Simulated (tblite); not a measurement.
Input of a run (GFN2-xTB geometry optimisation, gas phase (tblite 0.8.0)), started from a force field or distance geometry:
```
{"job": {"kind": "relax", "xc": "GFN2-xTB", "basis": "xTB"}, "charge": 0, "multiplicity": 1}
C     -3.730000    -0.900300    -0.185600
O     -3.407300     0.452500    -0.337400
Si    -1.702500     0.706600    -0.306400
O     -1.460600     2.389700     0.016200
C     -1.011800    -0.366900     1.025000
C      0.279200    -0.546600     1.098200
Si     1.424700     0.271800    -0.106800
S      3.118700    -1.024200    -0.347900
C      4.695200    -0.215600    -0.113700
H     -4.381700    -1.167500    -1.045700
H     -4.290300    -1.077700     0.751600
H     -2.791400    -1.458400    -0.254500
H     -1.217400     0.344800    -1.641500
H     -2.322500     2.813000     0.230700
H     -1.732100    -0.822000     1.715800
H      0.675600    -1.191800     1.914800
H      1.859500     1.551100     0.525500
H      0.819200     0.493600    -1.412000
H      5.416500    -0.988500     0.263200
H      4.678600     0.598600     0.626300
H      5.071600     0.154800    -1.106800
```

Output (eV, eV/Å):
```
step      E/eV     max force
  0    -804.20229    3.265
  1    -804.56299    1.457
  2    -804.66602    1.031
  3    -804.70853    0.538
  4    -804.75758    0.606
  5    -804.78799    0.669
  6    -804.81864    0.439
  7    -804.84618    0.504
  8    -804.87601    0.496
  9    -804.90694    0.457
 10    -804.93516    0.422
 11    -804.95983    0.380
 12    -804.98096    0.298
 13    -804.99779    0.352
 14    -805.01248    0.324
 15    -805.02559    0.270
 16    -805.03719    0.237
 17    -805.04801    0.250
 18    -805.05778    0.255
 19    -805.06718    0.226
 20    -805.07590    0.228
 21    -805.08224    0.157
 22    -805.08633    0.135
 23    -805.08949    0.129
 24    -805.09281    0.140
 25    -805.09655    0.159
 26    -805.09997    0.169
 27    -805.10278    0.124
 28    -805.10563    0.134
 29    -805.10906    0.150
 30    -805.11286    0.154
 31    -805.11650    0.132
 32    -805.11975    0.120
 33    -805.12278    0.137
 34    -805.12555    0.148
 35    -805.12766    0.095
 36    -805.12909    0.079
 37    -805.13033    0.083
 38    -805.13188    0.124
 39    -805.13403    0.158
 40    -805.13667    0.148
 41    -805.13910    0.117
 42    -805.14090    0.115
 43    -805.14221    0.109
 44    -805.14331    0.101
 45    -805.14448    0.097
 46    -805.14574    0.096
 47    -805.14689    0.083
 48    -805.14777    0.061
 49    -805.14843    0.063
 50    -805.14912    0.070
 51    -805.14997    0.072
 52    -805.15090    0.083
 53    -805.15170    0.061
 54    -805.15238    0.061
 55    -805.15309    0.061
 56    -805.15405    0.081
 57    -805.15518    0.092
 58    -805.15645    0.073
 59    -805.15789    0.075
 60    -805.15975    0.096
 61    -805.16196    0.110
 62    -805.16407    0.125
 63    -805.16465    0.168
 64    -805.16692    0.087
 65    -805.16793    0.068
 66    -805.17035    0.083
 67    -805.17193    0.112
 68    -805.17498    0.218
 69    -805.17752    0.185
 70    -805.18126    0.148
 71    -805.18422    0.110
 72    -805.18586    0.295
 73    -805.18877    0.222
 74    -805.19100    0.106
 75    -805.19382    0.134
 76    -805.19538    0.083
 77    -805.19714    0.089
 78    -805.19852    0.081
 79    -805.19967    0.081
 80    -805.20091    0.067
 81    -805.20270    0.078
 82    -805.20401    0.077
 83    -805.20482    0.064
 84    -805.20554    0.063
 85    -805.20645    0.063
 86    -805.20775    0.074
 87    -805.20919    0.096
 88    -805.21052    0.102
 89    -805.21184    0.081
 90    -805.21355    0.088
 91    -805.21511    0.100
 92    -805.21738    0.125
 93    -805.21901    0.090
 94    -805.22030    0.070
 95    -805.22119    0.066
 96    -805.22241    0.064
 97    -805.22346    0.076
 98    -805.22436    0.062
 99    -805.22521    0.063
100    -805.22616    0.065
101    -805.22721    0.111
102    -805.22844    0.074
103    -805.22949    0.122
104    -805.23044    0.063
105    -805.23105    0.053
106    -805.23167    0.049
107    -805.23211    0.062
108    -805.23256    0.044
109    -805.23298    0.053
110    -805.23359    0.045
111    -805.23439    0.059
112    -805.23523    0.056
113    -805.23592    0.061
114    -805.23656    0.086
115    -805.23725    0.081
116    -805.23824    0.060
117    -805.23936    0.053
118    -805.23998    0.061
119    -805.24090    0.070
120    -805.24189    0.092
121    -805.24308    0.082
122    -805.24421    0.078
123    -805.24540    0.094
124    -805.24655    0.064
125    -805.24792    0.084
126    -805.24916    0.094
127    -805.25016    0.080
128    -805.25130    0.084
129    -805.25259    0.082
130    -805.25372    0.074
131    -805.25498    0.070
132    -805.25612    0.086
133    -805.25710    0.078
134    -805.25807    0.100
135    -805.25936    0.075
136    -805.26056    0.064
137    -805.26160    0.079
138    -805.26208    0.068
139    -805.26319    0.069
140    -805.26460    0.092
141    -805.26638    0.137
142    -805.26760    0.085
143    -805.26919    0.134
144    -805.27040    0.089
145    -805.27179    0.070
146    -805.27258    0.088
147    -805.27315    0.065
148    -805.27361    0.042
149    -805.27413    0.064
150    -805.27475    0.069
151    -805.27528    0.044
152    -805.27551    0.041
153    -805.27572    0.040
154    -805.27594    0.040
155    -805.27615    0.039
156    -805.27635    0.034
157    -805.27659    0.035
158    -805.27691    0.057
159    -805.27731    0.057
160    -805.27774    0.043
161    -805.27813    0.047
162    -805.27852    0.043
163    -805.27896    0.160
164    -805.27966    0.072
165    -805.28079    0.059
166    -805.28213    0.068
167    -805.28302    0.069
168    -805.28498    0.095
169    -805.28660    0.106
170    -805.28822    0.165
171    -805.28893    0.120
172    -805.29031    0.070
173    -805.29144    0.085
174    -805.29369    0.096
175    -805.29504    0.097
176    -805.29700    0.103
177    -805.29820    0.090
178    -805.29901    0.064
179    -805.29985    0.066
180    -805.30096    0.059
181    -805.30217    0.068
182    -805.30344    0.080
183    -805.30458    0.126
184    -805.30611    0.131
185    -805.30735    0.075
186    -805.30836    0.100
187    -805.30937    0.074
188    -805.31015    0.067
189    -805.31069    0.053
190    -805.31128    0.049
191    -805.31213    0.056
192    -805.31259    0.049
193    -805.31300    0.042
194    -805.31340    0.041
195    -805.31376    0.071
196    -805.31422    0.055
197    -805.31470    0.049
198    -805.31501    0.046
199    -805.31525    0.041
200    -805.31545    0.037
201    -805.31561    0.036
202    -805.31576    0.034
203    -805.31594    0.035
204    -805.31613    0.038
205    -805.31630    0.030
206    -805.31645    0.024
207    -805.31659    0.023
208    -805.31674    0.026
209    -805.31687    0.024
210    -805.31699    0.024
211    -805.31710    0.023
212    -805.31722    0.024
213    -805.31735    0.025
214    -805.31747    0.025
215    -805.31758    0.021
216    -805.31766    0.019
217    -805.31774    0.020
218    -805.31782    0.023
219    -805.31791    0.022
220    -805.31802    0.022
221    -805.31817    0.022
222    -805.31843    0.029
223    -805.31877    0.041
224    -805.31922    0.058
225    -805.31962    0.055
226    -805.31988    0.033
227    -805.31998    0.024
228    -805.32004    0.017
229    -805.32010    0.018
230    -805.32020    0.020
231    -805.32027    0.026
232    -805.32037    0.022
233    -805.32045    0.016
234    -805.32053    0.017
235    -805.32061    0.021
236    -805.32069    0.023
237    -805.32078    0.022
238    -805.32087    0.023
239    -805.32095    0.022
240    -805.32103    0.021
241    -805.32111    0.020
242    -805.32120    0.021
243    -805.32127    0.016
244    -805.32132    0.020
245    -805.32137    0.019
246    -805.32141    0.015
247    -805.32144    0.013
248    -805.32147    0.011
249    -805.32150    0.015
250    -805.32154    0.015
251    -805.32159    0.018
252    -805.32165    0.016
253    -805.32169    0.017
254    -805.32173    0.020
255    -805.32179    0.017
256    -805.32187    0.024
257    -805.32197    0.025
258    -805.32205    0.017
259    -805.32211    0.018
260    -805.32217    0.016
261    -805.32222    0.019
262    -805.32226    0.014
263    -805.32230    0.011
264    -805.32232    0.011
265    -805.32235    0.017
266    -805.32241    0.023
267    -805.32248    0.025
268    -805.32259    0.022
269    -805.32275    0.029
270    -805.32292    0.028
271    -805.32303    0.034
272    -805.32305    0.043
273    -805.32319    0.019
274    -805.32325    0.013
275    -805.32332    0.015
276    -805.32336    0.013
277    -805.32339    0.012
278    -805.32341    0.008
```

Question: Summarise the run.

Answer: The energy falls by 25.9 kcal/mol over 278 L-BFGS steps, the largest force on an atom goes from 3.26 to 0.008 eV/Å, and the atoms move by 1.193 Å rms after alignment. The bond that changes most is Si3–O4 (oxygen-bound silicon to silanol oxygen), which shortens by 0.106 Å. Bonds longer at the end by more than 0.005 Å: 5 of 20; shorter: 11. Among the angles that change most is C1–O2–Si3, from 111.6° to 128.0°. Among the dihedrals that turn most is H12–C1–O2–Si3, from -9° to 67°. The energy never rose by more than 1e-5 eV on the way. The first step brought 32 % of the lowering.

Question: What are the final bond lengths?

Answer: C1–O2 1.395 Å, O2–Si3 1.627 Å, Si3–O4 1.625 Å, Si3–C5 1.875 Å, C5=C6 1.330 Å, C6–Si7 1.874 Å, Si7–S8 2.164 Å, S8–C9 1.814 Å, C1–H10 1.092 Å, C1–H11 1.090 Å, C1–H12 1.092 Å, Si3–H13 1.467 Å, O4–H14 0.955 Å, C5–H15 1.087 Å, C6–H16 1.085 Å, Si7–H17 1.463 Å, Si7–H18 1.461 Å, C9–H19 1.084 Å, C9–H20 1.086 Å, C9–H21 1.086 Å. Numbering counts from 1 in the input's order; the species is `CS[SiH2]/C=C\[Si@H](O)OC`.

Its GFN2-xTB frequencies are all real (lowest 22 cm⁻¹). One conformer, not necessarily the lowest.

All values are computed, not measured.
